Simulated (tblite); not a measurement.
A geometry optimisation, step by step.

Species: C5H8GeN2O.
SMILES with atom numbers: `[CH3:1][c:2]1[cH:3][n:4]([GeH3:5])[n:6][c:7]1[CH:8]=[O:9]` (hydrogens: H10, H11, H12 on C1; H13 on C3; H14, H15, H16 on Ge5; H17 on C8)

Computed with GFN2-xTB (tblite), gas phase: L-BFGS steps from a force-field or distance-geometry start until the largest atomic force falls under 0.01 eV/Å. 9 of its 82 geometries are shown.

Step 0: E = -723.3460 eV, largest atomic force 3.391 eV/Å
```
atom  x, y, z in Å  |  force x, y, z in eV/Å
C1     -2.161   -1.148   -0.268   -0.245  -1.284   0.039
C2     -0.892   -0.397   -0.123    0.495  -1.498   0.324
C3      0.374   -0.949    0.095   -1.386  -0.399  -0.262
N4      1.274    0.049    0.173   -0.676  -0.347  -0.042
Ge5     3.114   -0.071    0.460    1.031   0.064  -0.040
N6      0.634    1.190    0.038    0.617   1.643  -0.036
C7     -0.674    0.972   -0.144    0.418   0.500   0.041
C8     -1.679    2.008   -0.327    1.015   3.235  -0.053
O9     -1.420    3.231   -0.344   -0.700  -2.854   0.044
H10    -2.977   -0.728    0.348    0.378  -0.007  -0.677
H11    -2.007   -2.193    0.112   -0.101   0.779  -0.345
H12    -2.424   -1.252   -1.350   -0.105   0.309   0.907
H13     0.562   -1.998    0.176    0.468  -0.135   0.055
H14     3.612   -1.514    0.088   -0.549   0.688   0.146
H15     3.497    0.176    1.936   -0.376  -0.068  -0.496
H16     3.891    0.944   -0.415   -0.591  -0.386   0.330
H17    -2.730    1.689   -0.466    0.307  -0.240   0.064
```

Step 10: E = -723.7736 eV, largest atomic force 0.344 eV/Å
```
atom  x, y, z in Å  |  force x, y, z in eV/Å
C1     -2.161   -1.173   -0.260    0.150   0.078   0.018
C2     -0.875   -0.430   -0.101   -0.064   0.139   0.003
C3      0.364   -0.982    0.099    0.041  -0.051  -0.043
N4      1.272    0.023    0.167    0.079  -0.068   0.032
Ge5     3.090   -0.045    0.452    0.325  -0.096   0.061
N6      0.692    1.204    0.034   -0.115  -0.110  -0.012
C7     -0.610    0.974   -0.131   -0.138   0.035  -0.033
C8     -1.595    2.032   -0.318   -0.035   0.052  -0.025
O9     -1.406    3.223   -0.343    0.070  -0.250   0.023
H10    -2.970   -0.707    0.298    0.036   0.048   0.046
H11    -2.028   -2.192    0.094   -0.039  -0.020   0.017
H12    -2.458   -1.216   -1.307    0.031   0.060  -0.045
H13     0.679   -2.005    0.186   -0.022  -0.003   0.005
H14     3.475   -1.451    0.087   -0.069   0.064   0.002
H15     3.385    0.188    1.901   -0.105   0.042  -0.042
H16     3.757    0.955   -0.421   -0.136   0.047  -0.010
H17    -2.618    1.617   -0.447   -0.010   0.034   0.003
```

Step 20: E = -723.7944 eV, largest atomic force 0.072 eV/Å
```
atom  x, y, z in Å  |  force x, y, z in eV/Å
C1     -2.151   -1.163   -0.257   -0.035   0.005  -0.012
C2     -0.861   -0.444   -0.098   -0.006  -0.029   0.020
C3      0.376   -1.003    0.097   -0.011   0.006  -0.012
N4      1.281    0.003    0.167    0.028  -0.065   0.013
Ge5     3.101   -0.043    0.453    0.037   0.013   0.018
N6      0.697    1.184    0.034    0.014  -0.067  -0.007
C7     -0.605    0.954   -0.132   -0.014  -0.016   0.001
C8     -1.585    2.012   -0.318   -0.004   0.028  -0.007
O9     -1.371    3.196   -0.341    0.043   0.044   0.001
H10    -2.940   -0.675    0.310   -0.028  -0.003   0.032
H11    -2.048   -2.190    0.088   -0.026   0.018  -0.020
H12    -2.446   -1.176   -1.306   -0.031  -0.013  -0.025
H13     0.682   -2.030    0.188   -0.007   0.058  -0.004
H14     3.461   -1.449    0.082    0.050   0.047   0.017
H15     3.335    0.218    1.905    0.009   0.008  -0.022
H16     3.681    0.994   -0.434   -0.009   0.010   0.003
H17    -2.616    1.623   -0.447   -0.009  -0.045   0.002
```

Step 30: E = -723.8133 eV, largest atomic force 0.058 eV/Å
```
atom  x, y, z in Å  |  force x, y, z in eV/Å
C1     -2.198   -1.143   -0.260   -0.008   0.006  -0.003
C2     -0.872   -0.487   -0.098    0.016  -0.037  -0.010
C3      0.355   -1.076    0.093    0.008   0.002   0.008
N4      1.284   -0.093    0.164    0.011  -0.009   0.002
Ge5     3.108    0.002    0.454   -0.008   0.011   0.006
N6      0.726    1.101    0.031   -0.008  -0.019   0.001
C7     -0.580    0.904   -0.131   -0.011  -0.023  -0.003
C8     -1.530    1.990   -0.317    0.003   0.024   0.005
O9     -1.276    3.166   -0.344    0.023   0.053  -0.005
H10    -2.949   -0.637    0.344    0.001  -0.028   0.012
H11    -2.153   -2.189    0.037    0.044   0.037   0.002
H12    -2.518   -1.097   -1.302    0.011   0.007   0.006
H13     0.648   -2.105    0.184   -0.049  -0.004  -0.005
H14     3.645   -1.355    0.116   -0.008   0.021  -0.015
H15     3.314    0.306    1.901   -0.020   0.010  -0.008
H16     3.560    1.091   -0.444    0.000  -0.020   0.007
H17    -2.573    1.633   -0.440   -0.006  -0.031  -0.001
```

Step 40: E = -723.8154 eV, largest atomic force 0.026 eV/Å
```
atom  x, y, z in Å  |  force x, y, z in eV/Å
C1     -2.201   -1.140   -0.260   -0.016  -0.009  -0.003
C2     -0.874   -0.489   -0.100    0.002  -0.011   0.004
C3      0.346   -1.089    0.093    0.015   0.003  -0.001
N4      1.284   -0.115    0.164    0.008   0.016  -0.001
Ge5     3.104    0.011    0.456    0.006   0.004  -0.011
N6      0.734    1.084    0.032    0.004   0.011  -0.004
C7     -0.574    0.899   -0.132    0.004  -0.003   0.003
C8     -1.515    1.992   -0.317    0.001   0.013   0.001
O9     -1.256    3.167   -0.346    0.011   0.023  -0.003
H10    -2.949   -0.647    0.358   -0.004  -0.012   0.011
H11    -2.144   -2.188    0.026    0.005  -0.008  -0.006
H12    -2.528   -1.082   -1.298   -0.008   0.000  -0.003
H13     0.619   -2.123    0.182    0.000  -0.010   0.002
H14     3.669   -1.332    0.114    0.004  -0.012   0.009
H15     3.294    0.328    1.902   -0.010  -0.002  -0.001
H16     3.542    1.101   -0.447   -0.010  -0.004   0.006
H17    -2.560    1.636   -0.438   -0.011   0.000  -0.003
```

Step 51: E = -723.8163 eV, largest atomic force 0.019 eV/Å
```
atom  x, y, z in Å  |  force x, y, z in eV/Å
C1     -2.202   -1.147   -0.257    0.001   0.002   0.005
C2     -0.877   -0.489   -0.100    0.004   0.003   0.003
C3      0.344   -1.090    0.090    0.006  -0.008   0.000
N4      1.283   -0.118    0.158    0.001   0.004   0.001
Ge5     3.102    0.011    0.454    0.006   0.003   0.014
N6      0.735    1.081    0.028   -0.003   0.005  -0.008
C7     -0.574    0.900   -0.133   -0.003   0.005  -0.006
C8     -1.507    2.000   -0.319   -0.004   0.001  -0.002
O9     -1.235    3.172   -0.350   -0.004  -0.008   0.000
H10    -2.947   -0.674    0.380   -0.006   0.009   0.012
H11    -2.130   -2.198    0.009    0.000  -0.012  -0.012
H12    -2.541   -1.072   -1.290   -0.010   0.002  -0.004
H13     0.613   -2.124    0.182    0.004  -0.018  -0.003
H14     3.680   -1.331    0.126   -0.010   0.006  -0.001
H15     3.275    0.334    1.900    0.005   0.002   0.005
H16     3.530    1.105   -0.449    0.009  -0.003  -0.005
H17    -2.555    1.653   -0.439    0.003   0.005   0.002
```

Step 61: E = -723.8169 eV, largest atomic force 0.020 eV/Å
```
atom  x, y, z in Å  |  force x, y, z in eV/Å
C1     -2.203   -1.151   -0.254    0.006   0.010   0.009
C2     -0.877   -0.493   -0.102    0.004   0.010  -0.005
C3      0.344   -1.092    0.088    0.001  -0.005  -0.012
N4      1.283   -0.119    0.151   -0.005   0.002   0.005
Ge5     3.100    0.016    0.461    0.000  -0.018   0.005
N6      0.734    1.079    0.017   -0.005   0.006   0.007
C7     -0.575    0.897   -0.140   -0.004   0.009  -0.004
C8     -1.503    2.003   -0.323   -0.005  -0.004  -0.002
O9     -1.221    3.173   -0.355   -0.010  -0.014  -0.002
H10    -2.937   -0.698    0.409   -0.010   0.011   0.013
H11    -2.125   -2.210   -0.017    0.008  -0.003  -0.013
H12    -2.563   -1.050   -1.278   -0.001   0.004  -0.001
H13     0.614   -2.127    0.177    0.004  -0.006   0.006
H14     3.674   -1.327    0.137    0.004  -0.002   0.008
H15     3.268    0.345    1.907   -0.003   0.001  -0.017
H16     3.534    1.101   -0.450    0.006   0.008   0.002
H17    -2.555    1.666   -0.438    0.009  -0.008   0.001
```

Step 71: E = -723.8180 eV, largest atomic force 0.032 eV/Å
```
atom  x, y, z in Å  |  force x, y, z in eV/Å
C1     -2.204   -1.149   -0.249    0.019   0.006   0.009
C2     -0.875   -0.493   -0.114    0.009   0.016   0.002
C3      0.346   -1.092    0.078    0.000   0.001   0.000
N4      1.285   -0.118    0.141   -0.003   0.004  -0.001
Ge5     3.099    0.015    0.467   -0.004  -0.025   0.019
N6      0.736    1.080    0.005   -0.001   0.010  -0.006
C7     -0.573    0.896   -0.153   -0.004   0.018   0.000
C8     -1.503    2.000   -0.334   -0.007   0.002   0.006
O9     -1.224    3.170   -0.374   -0.009  -0.010  -0.004
H10    -2.904   -0.748    0.481   -0.006  -0.003   0.015
H11    -2.104   -2.220   -0.089   -0.021  -0.016  -0.006
H12    -2.620   -0.981   -1.242    0.019   0.008  -0.009
H13     0.619   -2.126    0.174   -0.004  -0.004  -0.005
H14     3.664   -1.340    0.172    0.009   0.021   0.007
H15     3.248    0.370    1.908    0.000  -0.012  -0.001
H16     3.559    1.090   -0.444   -0.005  -0.006  -0.022
H17    -2.556    1.661   -0.436    0.009  -0.009  -0.005
```

Step 81: E = -723.8190 eV, largest atomic force 0.007 eV/Å
```
atom  x, y, z in Å  |  force x, y, z in eV/Å
C1     -2.203   -1.143   -0.244    0.002   0.003   0.000
C2     -0.872   -0.490   -0.114    0.002   0.002   0.005
C3      0.349   -1.089    0.075    0.001  -0.002  -0.001
N4      1.288   -0.116    0.135   -0.001  -0.001   0.006
Ge5     3.100    0.012    0.473   -0.004  -0.003  -0.005
N6      0.739    1.082   -0.002    0.002  -0.001  -0.001
C7     -0.570    0.898   -0.156    0.001   0.002   0.002
C8     -1.509    1.994   -0.341   -0.003   0.002   0.002
O9     -1.243    3.167   -0.388    0.004   0.000   0.000
H10    -2.885   -0.776    0.521    0.000  -0.006  -0.003
H11    -2.103   -2.220   -0.136   -0.004   0.004  -0.004
H12    -2.640   -0.928   -1.219    0.001  -0.002   0.002
H13     0.621   -2.124    0.167    0.001  -0.003   0.002
H14     3.671   -1.344    0.197   -0.003   0.002   0.000
H15     3.238    0.376    1.913    0.003   0.004  -0.002
H16     3.566    1.072   -0.452    0.001   0.000   0.001
H17    -2.557    1.642   -0.439   -0.005   0.000  -0.004
```

Question: Summarise the path.

Answer: The energy falls by 45.64 kJ/mol from step 0 to step 81; nine tenths of that is first reached at step 10. It falls at every step. The largest force goes from 3.391 to 0.007 eV/Å. Among the bonds Ge5–H14 changes most, from 1.571 to 1.497 Å; the atoms move by 0.215 Å rms after alignment.

What follows is the cost of the whole relaxation. Time: 0.56 s wall. Hardware: an Arm Neoverse V1 with one thread, no GPU, on a shared host.
